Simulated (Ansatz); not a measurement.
Consider the isomerisation: `CC(C)[SiH]` → `CC[Si]C`.

Program: Ansatz. Geometries: PBE0-D4/def2-TZVP. ΔE: electronic, gas phase. CBS: MP2 limit from def2 TZ/QZ plus the TZ coupled-cluster correction, frozen cores. DFT in def2-TZVPP. B3LYP here is the variant with VWN-RPA as its local correlation; programs differ in this. One conformer a species, not always the lowest.

**Question.** Is it downhill or uphill in electronic energy at CCSD(T)/CBS, and by how much? (Estimate.)

**Answer.** Ansatz gave: Downhill: ΔE = -47.1 kJ/mol.

**Question.** What do these levels give: ωB97X-V, PBE-QIDH, PBE, revPBE, BLYP, PBE0, B3LYP, CAM-B3LYP, MP2/def2-TZVPP, CCSD(T)/def2-TZVPP, SCS-MP2/def2-QZVPP, MP2/CBS(def2)? (Estimate.)

**Answer.** Ansatz gave: ωB97X-V -43.6, PBE-QIDH -39.3, PBE -38.1, revPBE -42.4, BLYP -51.2, PBE0 -39.3, B3LYP -50.7, CAM-B3LYP -49.1, MP2/def2-TZVPP -41.1, CCSD(T)/def2-TZVPP -44.9, SCS-MP2/def2-QZVPP -46.4, MP2/CBS(def2) -43.3 kJ/mol.

**Question.** What do rigid-rotor, harmonic-oscillator terms from PBE0-D4/def2-TZVP frequencies (298.15 K, 1 bar) make of the CCSD(T)/CBS value? (Best estimate.)

**Answer.** The calculation gave: ΔZPE = -0.2 kJ/mol, ΔH = -44.5 kJ/mol, ΔS = 27 J/(mol·K), ΔG = -52.5 kJ/mol.

Largest T1 diagnostic among the species: 0.012.

Leaving LDA and LC-ωPBE aside and taking each functional with its dispersion term where it has one, the values, not all of them listed here, spread over 15.1 kJ/mol, from BHLYP-D4 to revPBE-D4. LDA lies +13.5 kJ/mol from PBE without D4. In def2-TZVPP, CCSD(T) changes the Hartree–Fock value by +16.4 kJ/mol (the triples alone add +3.4 kJ/mol) and MP2 by +20.2 kJ/mol. At CCSD(T), def2-SVP lies +8.2 kJ/mol from the extrapolated value and def2-TZVPP +2.2 kJ/mol.
